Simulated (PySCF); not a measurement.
**Dipole moment and polarisability of `O=[S@]1[C@H]2CC[C@@H]1CC2`**

C6H10OS.
Structure used (GFN2-xTB), in Å, numbered top down from 1:
```xyz
18
C6H10OS angstrom
O     -0.550   -0.127    2.673
S      0.329    0.522    1.702
C      0.889   -0.742    0.464
C     -0.416   -1.398    0.046
C     -1.435   -0.253   -0.107
C     -0.680    1.023    0.226
C      0.413    1.299   -0.792
C      1.434    0.152   -0.637
H      1.619   -1.436    0.874
H     -0.290   -1.961   -0.881
H     -0.740   -2.091    0.823
H     -2.257   -0.382    0.597
H     -1.851   -0.206   -1.115
H     -1.323    1.876    0.429
H      0.882    2.263   -0.589
H      0.001    1.336   -1.802
H      2.413    0.541   -0.355
H      1.553   -0.408   -1.566
```

Level: B3LYP/def2-SVPD (PySCF), static field, nuclei fixed, core orbitals frozen in the response. The polarisability tensor in these axes (au):

```
x   84.18  0.48 -2.33
y    0.48 83.61 -0.74
z   -2.33 -0.74 93.11
```

Q: Diagonalise the tensor; give its mean and Δα, where Δα² is half the sum of the squared differences of the eigenvalues.

A: Principal values 83.28, 83.87 and 93.75 au; mean 86.97 au = 12.89 Å³ = 14.34 × 10⁻⁴⁰ C²·m²/J; Δα = 10.18 au (12 % of the mean).

Q: What is the dipole moment, and where does it point?

A: (1.10, 0.43, -4.07) D, 4.24 D in size, pointing from the negative to the positive side. Measured along this direction, the outermost atoms are O1 at the negative end and H18 and H16 at the positive end.

Q: Along which axes do the principal values lie, and how far do the nuclei extend along each?

A: Largest value along (-0.24, -0.08, 0.97), where the nuclei span 4.58 Å; middle along (0.71, 0.66, 0.23), 3.72 Å; least along (-0.66, 0.75, -0.10), 4.45 Å. 

Q: Traceless (Buckingham) quadrupole moment about the centre of nuclear charge: eigenvalues?

A: -10.67, 3.43, 7.25 D·Å. The values depend on the origin, since the dipole doesn't vanish. The electronic extent ⟨r²⟩ about the same centre is 902 bohr², a root-mean-square distance of 1.90 Å for the 70 electrons.

Q: How large is μ²/3kT at 273 K beside α?

A: In Gaussian units μ²/3kT = 158.61 Å³ against 12.89 Å³, a ratio of 12.31; the Debye molar polarisation (4π/3)N_A(α + μ²/3kT) is 432.6 cm³/mol, leaving out the vibrational part.

Isolated species at its GFN2-xTB geometry, gas phase.

The run behind these numbers computed excited states as well. Hardware: x86-64 server, one thread, shared host. Cost: 83 s of wall time.
